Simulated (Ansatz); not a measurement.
Geometry optimisation of B6P6H22, a cluster cut from zinc blende BP (hydrogen-capped).

```yaml
crystal:
  periodic: [false, false, false]
  atoms:
    - {symbol: B, position_ang: [-1.804290, 0.583920, -2.879560]}
    - {symbol: B, position_ang: [-1.751690, 0.574020, 1.700630]}
    - {symbol: B, position_ang: [0.589650, -1.798460, -2.884730]}
    - {symbol: B, position_ang: [0.581320, -1.751710, 1.700080]}
    - {symbol: B, position_ang: [0.544610, 0.545450, -0.529750]}
    - {symbol: B, position_ang: [0.600900, 0.601170, 4.064340]}
    - {symbol: P, position_ang: [-0.612990, -0.610890, -3.826860]}
    - {symbol: P, position_ang: [-0.531400, -0.534320, 0.685530]}
    - {symbol: P, position_ang: [-0.622760, 1.547450, -1.702010]}
    - {symbol: P, position_ang: [-0.601710, 1.560640, 2.894770]}
    - {symbol: P, position_ang: [1.548610, -0.616260, -1.705270]}
    - {symbol: P, position_ang: [1.563870, -0.600120, 2.896420]}
    - {symbol: H, position_ang: [-2.552450, -0.059500, -2.214050]}
    - {symbol: H, position_ang: [-2.341730, 1.326760, -3.634240]}
    - {symbol: H, position_ang: [-2.464950, -0.108840, 2.367320]}
    - {symbol: H, position_ang: [-2.339710, 1.320450, 0.975710]}
    - {symbol: H, position_ang: [-0.049490, -2.551520, -2.220460]}
    - {symbol: H, position_ang: [1.333030, -2.330370, -3.642620]}
    - {symbol: H, position_ang: [-0.101320, -2.467480, 2.364600]}
    - {symbol: H, position_ang: [1.329900, -2.336310, 0.974300]}
    - {symbol: H, position_ang: [1.273540, 1.275960, 0.070420]}
    - {symbol: H, position_ang: [-0.060330, -0.061240, 4.803990]}
    - {symbol: H, position_ang: [1.343520, 1.344710, 4.619370]}
    - {symbol: H, position_ang: [-1.315370, -1.314750, -4.795460]}
    - {symbol: H, position_ang: [0.138240, 0.146540, -4.725530]}
    - {symbol: H, position_ang: [-1.318590, -1.323160, -0.161840]}
    - {symbol: H, position_ang: [-1.292780, 2.524860, -0.982940]}
    - {symbol: H, position_ang: [0.168500, 2.434520, -2.440100]}
    - {symbol: H, position_ang: [-1.338450, 2.476080, 3.639440]}
    - {symbol: H, position_ang: [0.110230, 2.529820, 2.186760]}
    - {symbol: H, position_ang: [2.528820, -1.284990, -0.989180]}
    - {symbol: H, position_ang: [2.432480, 0.180700, -2.440820]}
    - {symbol: H, position_ang: [2.479320, -1.336950, 3.641410]}
    - {symbol: H, position_ang: [2.533500, 0.113810, 2.190340]}
basis:
  gaussian: {orbitals: def2-SVP}
hamiltonian: {xc: r2scan, dispersion: d4}
scf: {lower_state_search: "off"}
output: {orbitals: {seedname: orbitals}}
relax: {f_tol: 0.03, max_steps: 70}
```

```sh
$ ansatz run in.yaml --threads 4 --pin off --events-out ev --progress --plain --max-ram 6963MiB
```

Shortened log:

```
Functional definition: r2SCAN
mean field -60125.04708413 eV, -2209.5547261212 hartree, gradient 3.8e-6 eV, S^2 0.000000; 0 other end points of the search recorded, 0 dependent functions left out
relax step   1: F+E_penalty+E_count = -60125.49796433 eV  Δ(F+E_penalty+E_count) = +0.000e0 eV  max|allowed force component| = 4.970e-1 eV/Å  Δτ_max = 0.0000 Å  (17 SCF iters, accepted)
mean field -60125.32786108 eV, -2209.5650444837 hartree, gradient 1.5e-6 eV, S^2 0.000000; 0 other end points of the search recorded, 0 dependent functions left out
relax step   2: F+E_penalty+E_count = -60125.77372494 eV  Δ(F+E_penalty+E_count) = -2.758e-1 eV  max|allowed force component| = 3.221e-1 eV/Å  Δτ_max = 0.1041 Å  (18 SCF iters, accepted)
mean field -60125.36998433 eV, -2209.5665924845 hartree, gradient 2.9e-6 eV, S^2 0.000000; 0 other end points of the search recorded, 0 dependent functions left out
relax step   3: F+E_penalty+E_count = -60125.80703397 eV  Δ(F+E_penalty+E_count) = -3.331e-2 eV  max|allowed force component| = 2.609e-1 eV/Å  Δτ_max = 0.2000 Å  (17 SCF iters, accepted)
mean field -60125.39626117 eV, -2209.5675581408 hartree, gradient 9.3e-7 eV, S^2 0.000000; 0 other end points of the search recorded, 0 dependent functions left out
relax step   4: F+E_penalty+E_count = -60125.83561464 eV  Δ(F+E_penalty+E_count) = -2.858e-2 eV  max|allowed force component| = 5.045e-2 eV/Å  Δτ_max = 0.1303 Å  (19 SCF iters, accepted)
mean field -60125.39713019 eV, -2209.5675900765 hartree, gradient 1.0e-6 eV, S^2 0.000000; 0 other end points of the search recorded, 0 dependent functions left out
relax step   5: F+E_penalty+E_count = -60125.83743051 eV  Δ(F+E_penalty+E_count) = -1.816e-3 eV  max|allowed force component| = 1.343e-2 eV/Å  Δτ_max = 0.0223 Å  (20 SCF iters, accepted)
Total energy: -60125.83745019 eV, -2209.5837715382 hartree
Atom 0 at    -1.759732     0.611913    -2.990344 Å, force    -0.005103    -0.004095     0.013284 eV/Å
Atom 1 at    -1.733228     0.593153     1.737500 Å, force     0.001558    -0.005613    -0.001293 eV/Å
Atom 2 at     0.614568    -1.754900    -2.993829 Å, force    -0.004132    -0.005394     0.013434 eV/Å
Atom 3 at     0.601182    -1.732908     1.736430 Å, force    -0.005692     0.001456    -0.001296 eV/Å
Atom 4 at     0.528228     0.529443    -0.571038 Å, force    -0.008425    -0.008454    -0.004519 eV/Å
Atom 5 at     0.659552     0.659285     4.067849 Å, force     0.002043     0.002082    -0.000706 eV/Å
Atom 6 at    -0.599906    -0.597454    -3.983612 Å, force     0.001780     0.001979    -0.006663 eV/Å
Atom 7 at    -0.540384    -0.543666     0.678080 Å, force     0.002819     0.002805    -0.006807 eV/Å
Atom 8 at    -0.646515     1.581757    -1.722865 Å, force     0.007322     0.002772     0.002069 eV/Å
Atom 9 at    -0.602092     1.624401     2.940511 Å, force    -0.000939     0.003406     0.001421 eV/Å
Atom 10 at     1.582512    -0.640817    -1.725634 Å, force     0.002492     0.007360     0.002108 eV/Å
Atom 11 at     1.628621    -0.598825     2.939937 Å, force     0.003405    -0.000885     0.001486 eV/Å
Atom 12 at    -2.492458    -0.092411    -2.318688 Å, force     0.001525     0.006703    -0.006418 eV/Å
Atom 13 at    -2.336101     1.379900    -3.733715 Å, force     0.001271    -0.005165     0.002061 eV/Å
Atom 14 at    -2.398387    -0.139567     2.447887 Å, force     0.000888    -0.001138     0.000022 eV/Å
Atom 15 at    -2.396845     1.334993     1.034686 Å, force    -0.004840     0.000037     0.000388 eV/Å
Atom 16 at    -0.086542    -2.491075    -2.322562 Å, force     0.006827     0.001719    -0.006432 eV/Å
Atom 17 at     1.383474    -2.327540    -3.739139 Å, force    -0.005229     0.001247     0.002176 eV/Å
Atom 18 at    -0.128922    -2.401251     2.446534 Å, force    -0.000979     0.000921    -0.000030 eV/Å
Atom 19 at     1.345328    -2.393295     1.033001 Å, force     0.000049    -0.004824     0.000405 eV/Å
Atom 20 at     1.264474     1.267028     0.058657 Å, force     0.005442     0.005424     0.006164 eV/Å
Atom 21 at    -0.026345    -0.029029     4.804232 Å, force     0.001065     0.001025    -0.001663 eV/Å
Atom 22 at     1.415251     1.417344     4.644028 Å, force    -0.001913    -0.001943    -0.002425 eV/Å
Atom 23 at    -1.407356    -1.406290    -4.819826 Å, force     0.002246     0.002269    -0.000665 eV/Å
Atom 24 at     0.116295     0.122539    -4.978010 Å, force    -0.004226    -0.004283     0.001350 eV/Å
Atom 25 at    -1.370594    -1.376492    -0.116906 Å, force     0.001938     0.002012    -0.002188 eV/Å
Atom 26 at    -1.457408     2.405808    -0.907076 Å, force     0.003227    -0.003819     0.000002 eV/Å
Atom 27 at     0.130367     2.573207    -2.381957 Å, force     0.001472    -0.001285    -0.001153 eV/Å
Atom 28 at    -1.422195     2.417923     3.781373 Å, force    -0.000059     0.000507    -0.002316 eV/Å
Atom 29 at     0.063009     2.664603     2.235322 Å, force    -0.002082     0.000667     0.000831 eV/Å
Atom 30 at     2.409482    -1.450718    -0.911819 Å, force    -0.003696     0.003155     0.000131 eV/Å
Atom 31 at     2.571255     0.139684    -2.384509 Å, force    -0.001306     0.001420    -0.001128 eV/Å
Atom 32 at     2.424787    -1.416704     3.780464 Å, force     0.000580    -0.000009    -0.002361 eV/Å
Atom 33 at     2.666657     0.069953     2.235050 Å, force     0.000672    -0.002059     0.000730 eV/Å
Dipole moment:     0.607559     0.610226    -0.874256 e Å
Checks for a lower state left out: stability, starts, cluster_reference, orbital_swaps, neighbouring_geometries, increment
```

It took 76 s on 4 threads of Arm Neoverse V1 on a shared host, peak host memory 0.8 GiB.
